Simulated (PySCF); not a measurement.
Compound: Nb(CH2)Br3, CH2Br3Nb (singlet state).
Bonds: Nb1–C2, Nb1–Br5, Nb1–Br6, Nb1–Br7. Hydrogens: H3, H4 on C2.

Computed, not measured: PBE0-D3(BJ)/def2-SVP geometry optimisation, gas phase, def2 core potentials past Kr (PySCF 2.14.0).

Give the optimised bond lengths and angles.

```csv
bond,length (Å)
Nb1–C2,1.877
"Nb1–Br5, Nb1–Br6",2.416
Nb1–Br7,2.446
"C2–H3, C2–H4",1.101
```

Bonds in one row agree within 0.01 Å and their mean is given. A selection of angles:
```csv
angle,degrees
C2–Nb1–Br5,107.0
C2–Nb1–Br6,106.1
C2–Nb1–Br7,103.2
Br5–Nb1–Br6,117.6
Br5–Nb1–Br7,112.1
Br6–Nb1–Br7,109.6
Nb1–C2–H3,118.3
Nb1–C2–H4,125.0
H3–C2–H4,116.6
```

The 3 Br–Nb bonds span 2.413 Å (Nb1–Br5) to 2.446 Å (Nb1–Br7), a spread of 0.033 Å. Nb1 (niobium bonded to 3 Br and C) is distorted tetrahedral (angles from 103.2° to 117.6°).

Point group: near Cs, missed by 0.21 Å at most; the miss may be what the optimiser left on a soft mode. Stationary, but not proved a minimum.
